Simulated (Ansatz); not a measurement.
`[F][Ga]([F])[Br]` + H₂Se → `[F][Ga]([F])[SeH]` + HBr at 600 K and 1 bar (ligand exchange at a Ga–Br bond).

Gas-phase electronic energies from Ansatz, PBE0-D4/def2-TZVP geometries. CCSD(T)/CBS is the MP2 limit (def2-TZVPP, def2-QZVPP) plus CCSD(T) − MP2 in def2-TZVPP, frozen cores. For Br, Ga, Se outer-core shells are correlated without core-valence functions, which leaves a few kJ/mol of doubt a bond. Scalar relativity is left out up to krypton. One conformer a species, not always the lowest.

```
            species  CCSD(T)/CBS energy (Eh)  H − E (kJ/mol)  S (J/(mol·K))
 `[F][Ga]([F])[Br]`              -4696.97905            52.7          376.9
               H₂Se              -2401.89790            57.0          244.8
`[F][Ga]([F])[SeH]`              -4524.95394            78.3          404.3
                HBr              -2573.91920            33.5          219.1
```

H − E and S are ideal-gas, rigid-rotor, harmonic terms from PBE0-D4/def2-TZVP, for one conformer and one mirror image of each species. 1 Eh = 2625.50 kJ/mol, R = 8.31446 J/(mol·K).

Q: By hand: ΔE, ΔH, ΔS and ΔG.

A: ΔE = (-4524.95394) + (-2573.91920) − (-4696.97905) − (-2401.89790) = 0.00381 Eh = 10.0 kJ/mol. Δ(H − E) = 78.3 + 33.5 − 52.7 − 57.0 = 2.1, so ΔH = 12.1 kJ/mol. ΔS = 404.3 + 219.1 − 376.9 − 244.8 = 1.7 J/(mol·K). ΔG = 12.1 − 600 × (1.7)/1000 = 11.1 kJ/mol.

Q: By hand: the equilibrium constant, and the temperature at which ΔG would vanish if ΔH and ΔS stayed fixed.

A: log₁₀ K = −ΔG/(RT ln 10) = -1.0. ΔG = 0 at ΔH/ΔS = 7118 K, far beyond where these terms or the molecules hold.

The number of gas molecules stays the same, so ΔS is small and ΔH decides. A doubt of 5 kJ/mol in ΔE shifts log₁₀ K by 0.4 here. Other conformers and mirror images would add mixing entropy, several J/(mol·K) or more a flexible species. These are equilibria of isolated gas molecules and say nothing of rates. Largest T1 diagnostic: 0.013 (customary marks: 0.02 for closed shells, 0.045 for open ones).
